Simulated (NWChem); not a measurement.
System: SbH$_{2}$Br; SMILES [Br][SbH2]

Input file for NWChem:

```
start job
memory heap 200 mb stack 900 mb global 1100 mb
geometry units angstroms noautoz
  Sb     0.006222     0.953826     0.000000
  H     -1.204569     1.050750     1.215616
  H     -1.204569     1.050750    -1.215616
  Br     0.071893    -1.580296     0.000000
end
basis spherical
  * library def2-tzvp
end
ecp
  Sb library def2-ecp
end
dft
  xc b3lyp
  iterations 150
  mulliken
end
task dft energy
```

Parts of the log:

```
             Northwest Computational Chemistry Package (NWChem) 7.3.0
             --------------------------------------------------------

 CS  symmetry detected

                             Geometry "geometry" -> ""
                             -------------------------

 Output coordinates in angstroms (scale by  1.889725989 to convert to a.u.)

  No.       Tag          Charge          X              Y              Z
 ---- ---------------- ---------- -------------- -------------- --------------
    1 Sb                  51.0000     0.03637090    -1.00502969     0.00000000
    2 H                    1.0000    -1.17031722    -1.14400052     1.21561600
    3 H                    1.0000    -1.17031722    -1.14400052    -1.21561600
    4 Br                  35.0000     0.01387767     1.52984329     0.00000000

 Effective nuclear repulsion energy (a.u.)     415.9436238901

      Symmetry information
      --------------------

 Group name             Cs
 Group number              2
 Group order               2
 No. of unique centers     3

                                 NWChem DFT Module
                                 -----------------

 Summary of "ao basis" -> "ao basis" (spherical)
 ------------------------------------------------------------------------------
       Tag                 Description            Shells   Functions and Types
 ---------------- ------------------------------  ------  ---------------------
 Sb                        def2-tzvp                16       50   6s5p3d2f
 H                         def2-tzvp                 4        6   3s1p
 Br                        def2-tzvp                16       48   6s5p4d1f

      Symmetry analysis of basis
      --------------------------

        a'         71
        a"         39

            General Information
            -------------------
          SCF calculation type: DFT
          Wavefunction type:  closed shell.
          No. of atoms     :     4
          No. of electrons :    60
           Alpha electrons :    30
            Beta electrons :    30
          Charge           :     0
          Spin multiplicity:     1
          Use of symmetry is: on ; symmetry adaption is: on
          Maximum number of iterations: 150
          AO basis - number of functions:   110
                     number of shells:    40
          Convergence on energy requested:  1.00D-06
          Convergence on density requested:  1.00D-05
          Convergence on gradient requested:  5.00D-04

              XC Information
              --------------
                         B3LYP Method XC Potential
                     Hartree-Fock (Exact) Exchange  0.200
                        Slater Exchange Functional  0.800 local
                    Becke 1988 Exchange Functional  0.720 non-local
              Lee-Yang-Parr Correlation Functional  0.810
                  VWN I RPA Correlation Functional  0.190 local

             Grid Information
             ----------------
          Grid used for XC integration:  medium
          Radial quadrature: Mura-Knowles
          Angular quadrature: Lebedev.
          Tag              B.-S. Rad. Rad. Pts. Rad. Cut. Ang. Pts.
          ---              ---------- --------- --------- ---------
          Sb                  1.45      123          10.0       590
          H                   0.35       45          10.0       434
          Br                  1.15      112          10.0       590
          Grid pruning is: on
          Number of quadrature shells:   280
          Spatial weights used:  Erf1

      Superposition of Atomic Density Guess
      -------------------------------------

 Sum of atomic energies:       -2851.03226700

      Non-variational initial energy
      ------------------------------

 Total energy =   -2812.760669
 1-e energy   =   -4390.082583
 2-e energy   =    1383.198329
 HOMO         =      -0.277713
 LUMO         =      -0.036112

      Symmetry analysis of molecular orbitals - initial
      -------------------------------------------------

  Numbering of irreducible representations:

     1 a'          2 a"

  Orbital symmetries:

     1 a'          2 a'          3 a'          4 a"          5 a'
     6 a'          7 a'          8 a"          9 a'         10 a'
    11 a'         12 a"         13 a'         14 a'         15 a"
    16 a'         17 a"         18 a'         19 a"         20 a'
    21 a'         22 a"         23 a'         24 a'         25 a'
    26 a'         27 a"         28 a'         29 a"         30 a'
    31 a'         32 a"         33 a'         34 a'         35 a"
    36 a'         37 a'         38 a'         39 a'         40 a"

     ---------------------------------------------
      Total Density - Mulliken Population Analysis
     ---------------------------------------------

    Atom       Charge   Shell Charges
 -----------   ------   -------------------------------------------------------
    1 Sb  23    22.46   0.16 -0.66  1.56  0.93  1.03  0.79 -0.46  6.43  0.76  1.33  0.46  9.03  0.97  0.12  0.02  0.00
    2 H    1     1.02   0.21  0.53  0.28  0.01
    3 H    1     1.02   0.21  0.53  0.28  0.01
    4 Br  35    35.49   2.00  2.00  1.16  0.78  1.01  1.00  6.00  5.94  1.30  2.94  1.34  8.98  1.02 -0.01  0.03  0.00

   convergence    iter        energy       DeltaE   RMS-Dens  Diis-err
 ---------------- ----- ----------------- --------- --------- ---------
 d= 0,ls=0.0,diis     1  -2815.7069129106 -3.01D+03  1.04D-02  6.44D-01
 d= 0,ls=0.0,diis     2  -2815.7025682863  4.34D-03  6.17D-03  3.55D-01
 d= 0,ls=0.0,diis     3  -2815.7375355006 -3.50D-02  2.12D-03  8.65D-02
 d= 0,ls=0.0,diis     4  -2815.7487366186 -1.12D-02  2.88D-04  1.24D-03
 d= 0,ls=0.0,diis     5  -2815.7488477177 -1.11D-04  7.56D-05  2.00D-04
  Resetting Diis
 d= 0,ls=0.0,diis     6  -2815.7488653469 -1.76D-05  1.25D-05  3.69D-06
 d= 0,ls=0.0,diis     7  -2815.7488656225 -2.76D-07  7.39D-06  3.38D-07

[...]
```

Level: B3LYP/def2-TZVP with def2 effective core potentials on Sb. Coordinates come from a PBE0/def2-SVP optimisation. def2 effective core potentials on Sb; no spin-orbit coupling.
